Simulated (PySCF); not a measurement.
Labels have come off several samples. The candidates:

A. SMILES CC1=C[SiH2]C(CF)=C1
B. SMILES C/C=C(/CO)CCl
C. SMILES C1C(C#CCF)C[SiH2]1

Spectrum 1. ¹H NMR (400 MHz, computed): δ 5.94 (q, 1H), 4.40 (s, 2H), 4.32 (s, 2H), 1.96 (d, 3H), 0.01 (br s, 1H). ¹³C{¹H} NMR (computed): δ 147.1 (C), 138.1 (CH), 71.9 (CH2), 43.2 (CH2), 17.2 (CH3).

Spectrum 2. ¹H NMR (400 MHz, computed): δ 5.40 (m, 2H), 4.72 (m, 1H), 4.65 (m, 1H), 3.23 (m, 1H), 1.91 (m, 2H), 1.88 (m, 2H). ¹³C{¹H} NMR (computed): δ 105.5 (C), 83.9 (C), 74.1 (CH2), 24.6 (CH), 19.9 (CH2).

Spectrum 3. ¹H NMR (400 MHz, computed): δ 7.03 (m, 1H), 5.68 (m, 2H), 5.63 (t, 1H), 4.56 (m, 2H), 2.23 (s, 3H). ¹³C{¹H} NMR (computed): δ 168.6 (C), 152.3 (C), 147.7 (CH), 121.8 (CH), 88.1 (CH2), 25.2 (CH3).

Method: GFN2-xTB geometry, NMR shieldings at PBE0/pcSseg-1/GIAO, in PySCF (non-relativistic, fast rotation and ring inversion assumed for equivalent nuclei, single conformer, in vacuum).

Scale: ¹H, ¹³C against TMS (reference shieldings calculated alike). Splittings of carbon signals by F and P are missing where no couplings were computed. Where no couplings were computed, multiplicities follow the n + 1 count of equivalent neighbours, and m marks all less simple cases (inequivalent or close neighbours, rings, F or P nearby). Shifts are as computed. Against solution values, carbons near 30 ppm lie about +3 ppm off and those near 130 ppm about +5 ppm; carbons on Cl a further +6 ppm. Of 1309 compounds with measured shifts, 239 miss one by over three times the rms of a fit or turn the order of signals round; such compounds aren't used in these exercises. Carbons bonded to Cl come out too deshielded. OH and NH positions are gas-phase values without hydrogen bonding to other molecules.

Question: Which spectrum belongs to which compound?

Answer: 1–B, 2–C, 3–A.

- Spectrum 1 (B): 5 ¹³C signals; δC 147.1 is a fully substituted alkene carbon; δC 138.1 is an alkene CH.
- Spectrum 2 (C): 5 ¹³C signals; δC 83.9 is an alkyne carbon; δC 74.1 is a propargylic sp3 CH2 bonded to F.
- Spectrum 3 (A): 6 ¹³C signals; δC 152.3 is a fully substituted alkene carbon; δC 147.7 is an alkene CH.
